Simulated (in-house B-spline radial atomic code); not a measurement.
# Ionising the titanium ion Ti⁷⁺ with different functionals

Computed with an all-electron radial atomic-structure program (B-spline basis): non-relativistic Hamiltonian, point nucleus, spin-polarised at highest spin, spherical fractional occupations for the functionals, and exact exchange of hybrids averaged over the configuration. The ionisation energy is the difference of two self-consistent energies, [Ne] 3s2 3p3 → [Ne] 3s2 3p2, without Breit or QED terms; ε is the level of the shell that loses the electron (its least bound occupied spin orbital).

```tsv
method	rung	ΔSCF (eV)	-ε(3p) (eV)
PBE0	global hybrid	169.09	160.61
B3LYP	global hybrid	169.02	159.88
TPSSh	global hybrid	169.30	159.07
M06-2X	global hybrid	168.42	163.21
BHandHLYP	global hybrid	168.95	163.43
r2SCAN0	global hybrid	169.73	161.43
B97-1	global hybrid	168.94	159.92
HSE06	range-separated hybrid	?	?
wB97X	range-separated hybrid	?	?
CAM-B3LYP	range-separated hybrid	168.95	161.86
LC-wPBE	range-separated hybrid	169.09	163.14
```

Problem. What does HSE06 give?

Solution. ΔSCF 169.05 eV, and -ε(3p) = 160.15 eV.

Problem. What does wB97X give?

Solution. ΔSCF 168.91 eV, and -ε(3p) = 162.92 eV.

Problem. Among the functionals, which spreads more, the ΔSCF values or the orbital energies?

Solution. The orbital energies: ΔSCF values span about 1.31 eV and the orbital energies 4.36 eV.

Problem. How do they compare with the NIST value?

Solution. NIST lists 170.5 eV ± 0.4 (semi-empirical, ground level to ground level). Errors run from -2.08 to -0.77 eV; r2SCAN0 is closest (-0.77 eV), but part of that can be cancellation, since the calculations leave out relativity, Breit-QED terms, multiplet and fine-structure energies.
